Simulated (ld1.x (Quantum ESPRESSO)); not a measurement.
## What one change does to a pseudopotential (sulfur (S), ultrasoft)

ld1.x (Quantum ESPRESSO) 7.5 input, shortened:

```
&input
   title='S', zed=16., rel=1, dft='PZ', iswitch=3,
   config='[Ne] 3s2 3p3.5 3d-2'
 /
 &inputp
   pseudotype=3, tm=.true., lloc=-1, rcloc=1.00,
   nlcc=.true., rcore=1.25
 /
6
3S  1  0   2.00   0.00  1.15  1.25  0.0
3S  1  0   0.00  -1.10  1.15  1.25  0.0
3P  2  1   3.50   0.00  1.15  1.30  0.0
3P  2  1   0.00   0.85  1.15  1.30  0.0
3D  3  2  -2.00   0.45  1.10  1.20  0.0
3D  3  2  -2.00   2.75  1.10  1.20  0.0
 &test
   configts(1)='3s2 3p3.5'
 /
```

Change: local potential all-electron potential smoothed inside 0.95 bohr (lloc = -1).

Cutoffs: the cutoffs (Ry, on a coarse ladder) from which the occupation-weighted sum of valence levels, in a spherical-Bessel basis at the reference potential, stays within 10 and 1 mRy of its value at 400 Ry; they do not see the model core or the augmentation charge, which bear on the density cutoff. Errors are all-electron minus pseudo energies relative to the spin-unpolarised reference configuration.

**Question.** Predict the effect on cutoff, ghosts and configuration errors.

**Answer.** The potential gets softer (40 Ry and 50 Ry → 21 Ry and 45 Ry); both files keep a bound ghost (s); the errors of the 9 common tests hardly move.

```tsv
quantity	base	changed
cutoff, loose	40 Ry	21 Ry
cutoff, tight	50 Ry	45 Ry
bound ghosts	s	s
error for 3s2 3p4, meV [ΔE -4.71 eV]	+0.6	+0.6
error for 3s2 3p3, meV [ΔE 7.15 eV]	+0.1	+0.1
error for 3s2 3p2, meV [ΔE 29.53 eV]	+8.6	+8.6
error for 3s2 3p0, meV [ΔE 110.67 eV]	+160	+160
error for 3s2 3p1, meV [ΔE 63.68 eV]	+48	+48
error for 3s1 3p5, meV [ΔE 5.53 eV]	+1.8	+1.8
error for 3s1 3p4, meV [ΔE 17.95 eV]	+2.1	+2.1
error for 3s2 3p3.5 (spin-polarised), meV [ΔE -1.22 eV]	+59	+59
error for 3s2 3p4 (spin-polarised), meV [ΔE -5.41 eV]	+33	+33
s: phases at 1.40 bohr within 0.05 rad from the reference energy up to (Ry; the scan ends near 5)	to the end of the scan	to the end of the scan
p: phases at 1.40 bohr within 0.05 rad from the reference energy up to (Ry; the scan ends near 5)	to the end of the scan	to the end of the scan
d: phases at 1.40 bohr within 0.05 rad from the reference energy up to (Ry; the scan ends near 5)	to the end of the scan	to the end of the scan
lowest overlap eigenvalue by channel	s 0.16, p 0.29, d 0.95	s 0.15, p 0.28, d 0.94
```

 A true bound ghost makes a file unfit for plane-wave use even where its test errors are small: the radial tests pick states by their node count and pass the ghost by.
